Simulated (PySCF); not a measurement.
## Exercise with solution: dipole moment from atomic charges

Te(Br)(OSiH3) (BrH₃OSiTe), SMILES O([Te]Br)[SiH3]. Atoms are numbered in the order given.

```xyz
7

Te     0.2839     0.0292     0.9493
Br    -1.6830     0.6973    -0.5135
O      1.7012    -0.1526    -0.4398
Si     1.7886    -1.3910    -1.5805
H      1.7022    -2.7245    -0.9163
H      3.1052    -1.2343    -2.2536
H      0.6864    -1.2694    -2.5749
```
Charge 0, spin multiplicity 1.

Geometry optimised at B3LYP-D3(BJ)/def2-SVP. The structure was generated by enumeration, and PubChem lists no compound with its InChIKey, so it may never have been made. The def2 effective core potentials stand for the cores of Te; spin–orbit coupling is left out. Other conformers were not sampled.

Charges (e) from CAM-B3LYP/def2-TZVP (PySCF):

```tsv
atom	Mulliken	ESP fit
Te1	0.502	0.283
Br2	-0.224	-0.132
O3	-0.542	-0.333
Si4	0.402	0.402
H5	-0.054	-0.091
H6	-0.043	-0.049
H7	-0.041	-0.079
```

The dipole moment of the full density is 1.68 D.

**Question.** What dipole moment does each set of point charges give, and which comes closer to that of the density?

**Answer.** 
μ = Σ q r, and 1 e Å = 4.8032 D.
Mulliken: Σ q r = (0.063, -0.366, 0.447) e Å, |μ| = 2.79 D.
ESP fit: Σ q r = (0.094, -0.183, 0.245) e Å, |μ| = 1.54 D.
ESP fit comes closer in size. Point charges leave out the atoms' own dipoles (lone pairs, polarised bonds); fits to the potential absorb them, partitions of the density don't.
